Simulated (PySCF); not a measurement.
CaSb: one state, many levels of theory

State: ⁴Σ⁻ (quartet), unpaired electrons σ ↑, π ↑↑. Set-up: PySCF, scalar-relativistic core potentials, basis sets Ca def2-SVP, Sb def2-SVP with ECP28. De refers to Ca + Sb in their high-spin ground configurations, without counterpoise correction. The functionals are run spin-unrestricted. A positive dipole means Ca(−)Sb(+).

| Level | Re (Å) | ωe (cm⁻¹) | De (eV) | μ (D) | CPU s a point (SCF and correlation, without the integrals) |
| --- | --- | --- | --- | --- | --- |
| UHF | 3.196 | 169 | 0.428 | -4.77 | 0.16 |
| UHF-MP2 | 3.196 | 159 | 0.393 | n/a | 0.28 |
| UHF-SCS-MP2 | 3.214 | 155 | 0.318 | n/a | n/a |
| UHF-CCSD | 3.232 | 146 | 0.356 | n/a | n/a |
| UHF-CCSD(T) | 3.237 | 145 | 0.396 | n/a | 9.7 |
| PBE | 3.087 | 176 | 1.13 | -3.23 | 0.68 |
| revPBE | 3.112 | 171 | 1.02 | -3.29 | 0.5 |
| PW91 | 3.076 | 179 | 1.19 | -3.31 | 0.51 |
| r²SCAN | 3.087 | 183 | 1.23 | -4.08 | 1 |
| TPSSh | 3.097 | 178 | 1.13 | -3.56 | 1.1 |
| PBE0 | 3.090 | 179 | 1.04 | -3.70 | 1.1 |
| ωB97X | 3.099 | 177 | 1.03 | -3.20 | 0.98 |

The bond length runs from 3.076 Å (PW91) to 3.237 Å (UHF-CCSD(T)). De spans 0.32 eV (UHF-SCS-MP2, perturbation theory) to 1.23 eV (r²SCAN, meta-GGA). Correlation at CCSD(T) changes the Hartree–Fock bond energy by -0.03 eV; the triples alone change it by +0.04 eV.

Correlated steps freeze 9 core orbitals. Correlated levels converge slowly with the basis: in double zeta they bind strong bonds too weakly, by up to about 1 eV, and carry superposition errors of some tenths. Spin–orbit coupling is left out, which matters for elements this heavy, above all for dissociation energies. The state was picked by a PBE0 search and need not be the measured ground state.

The whole job (state search and all levels along the bond) took about 3.4 min on 1 thread of Arm Neoverse V1 (shared host), peak memory 0.61 GiB.
